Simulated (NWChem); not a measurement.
SiH4TeSO; SMILES [Te](O[SiH3])S

```xyz
8

Te     0.6394    -0.5205     0.0521
S     -1.5090    -1.5582     0.0130
H     -1.4751    -2.0075    -1.2640
O      0.2169     1.2837    -0.6983
Si    -0.5128     2.5058     0.1873
H     -1.8838     2.1107     0.6324
H     -0.5994     3.6878    -0.7171
H      0.2990     2.8534     1.3953
```
Atoms are numbered in this order, from 1.

Computed with NWChem. The geometry was optimised at PBE0/def2-SVP. def2 effective core potentials on Te; no spin-orbit coupling.

### Question
Taking TPSS/def2-TZVPP as the yardstick, which of these has the fewest basis functions while keeping “highest occupied level (eV)” within 0.1 eV of it: TPSS/def2-SVPD; TPSS/def2-SVP; TPSS/def2-TZVP?

### Answer
TPSS/def2-SVPD.
```tsv
level	basis functions	highest occupied level (eV)	relative time (rough)
TPSS/def2-SVP	96	-5.43	1
TPSS/def2-SVPD	141	-5.57	3
TPSS/def2-TZVP	179	-5.54	3
TPSS/def2-TZVPP	221	-5.54	6
```

The yardstick is one finite set, not the basis-set limit.
